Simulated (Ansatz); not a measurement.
CH₆BNSSi (`C[SiH]1SB1N`). Total charge 0; spin multiplicity 1. The structure was optimised at the PBE0-D4/def2-TZVP level. It is one conformer, not always the lowest.

```xyz
11

C     1.738    1.105    0.155
Si    0.596   -0.301    0.606
S    -1.283    0.245    1.536
B    -1.186   -0.568   -0.079
N    -2.126   -0.982   -1.005
H     2.217    1.516    1.047
H     2.524    0.751   -0.518
H     1.185    1.901   -0.344
H     1.328   -1.367    1.340
H    -1.874   -1.432   -1.867
H    -3.118   -0.868   -0.872
```

(1) What is the dipole moment at PBE/def2-TZVPP? (Best estimate.)

(2) And with r2SCAN, B3LYP, ωB97M-V? (Estimate.)

(3) Give the Mulliken charges with PBE, ωB97M-V, r2SCAN in def2-TZVPP. (An estimate is asked.)

## Answers

(1) Computed: 2.38 D, with components (-0.07, -0.41, -2.34) D in this frame, pointing from negative to positive charge.

(2) Ansatz gave: r2SCAN 2.44 D, B3LYP 2.44 D, ωB97M-V 2.46 D.

(3) Computed: 
| atom | PBE | ωB97M-V | r2SCAN |
| --- | --- | --- | --- |
| C1 | -0.35 | -0.41 | -0.28 |
| Si2 | 0.10 | 0.14 | 0.22 |
| S3 | -0.25 | -0.25 | -0.27 |
| B4 | 0.14 | 0.14 | 0.14 |
| N5 | -0.25 | -0.22 | -0.32 |
| H6 | 0.11 | 0.12 | 0.08 |
| H7 | 0.10 | 0.11 | 0.07 |
| H8 | 0.11 | 0.12 | 0.08 |
| H9 | -0.06 | -0.03 | -0.09 |
| H10 | 0.18 | 0.14 | 0.19 |
| H11 | 0.17 | 0.14 | 0.18 |

B3LYP here is the variant with VWN-RPA as its local correlation; programs differ in this.
